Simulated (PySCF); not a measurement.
N-ethyl-methylboronamidic acid (C3H10BNO), SMILES CCNB(C)O.

Geometry optimised at PBE-D3(BJ)/def2-SVP. Other conformers were not sampled.

The numbers are results of PySCF with PBE-D3(BJ)/def2-SVP, not measurements.

Frequencies are harmonic and unscaled.

Computed vibrational spectrum:
```
mode  ν (cm⁻¹)  IR (km/mol)  moving atoms (share of kinetic energy)
----  --------  -----------  --------------------------------------
1           50          0.1          H 35 %, C 35 %, O 17 %, N 12 %
2           89          2.2                          H 72 %, C 15 %
3          122          2.1                  H 51 %, C 28 %, N 20 %
4          189          0.9                  H 57 %, O 17 %, C 17 %
5          275          0.5                   H 71 %, C 15 %, O 8 %
6          311          4.4                  C 32 %, H 32 %, O 27 %
7          396          2.5          H 46 %, C 27 %, B 14 %, N 10 %
8          448         52.9                          H 79 %, O 13 %
9          493          2.2          H 31 %, B 27 %, N 20 %, C 18 %
10         501          2.2          C 30 %, H 29 %, N 21 %, B 13 %
11         575         98.7                                  H 90 %
12         734          1.0          H 47 %, C 19 %, N 17 %, O 15 %
13         795         17.0                  H 74 %, C 11 %, N 11 %
14         820          0.7                  H 56 %, C 24 %, O 18 %
15         866         27.0                  H 51 %, B 28 %, C 19 %
16         891         21.3                  H 52 %, C 32 %, N 10 %
17         982         93.5                          H 69 %, C 15 %
18        1058          3.7                          C 51 %, H 45 %
19        1086         11.6                          H 62 %, C 28 %
20        1122         19.6          H 33 %, C 31 %, N 24 %, B 10 %
21        1205         51.2                  H 56 %, B 18 %, C 16 %
22        1256          4.9                          H 84 %, C 12 %
23        1294        119.8                  H 71 %, C 18 %, B 11 %
24        1319         41.7                  H 63 %, C 21 %, B 13 %
25        1345         40.4                   H 65 %, C 23 %, B 9 %
26        1367         81.3                  H 58 %, B 24 %, C 12 %
27        1394          3.6                                  H 96 %
28        1405          7.5                                  H 87 %
29        1413         10.1                                  H 96 %
30        1417         12.3                                  H 94 %
31        1434          3.9                           H 88 %, C 8 %
32        1512        292.6                  B 36 %, N 36 %, H 24 %
33        2932         64.5                                  H 93 %
34        2960         10.1                                  H 97 %
35        2962         22.8                                  H 97 %
36        3035          9.8                           H 91 %, C 9 %
37        3035          4.0                           H 91 %, C 9 %
38        3054         26.1                           H 91 %, C 9 %
39        3059         21.7                           H 91 %, C 9 %
40        3065         25.2                           H 91 %, C 9 %
41        3536         12.6                                  H 93 %
42        3784         55.8                                  H 94 %
```
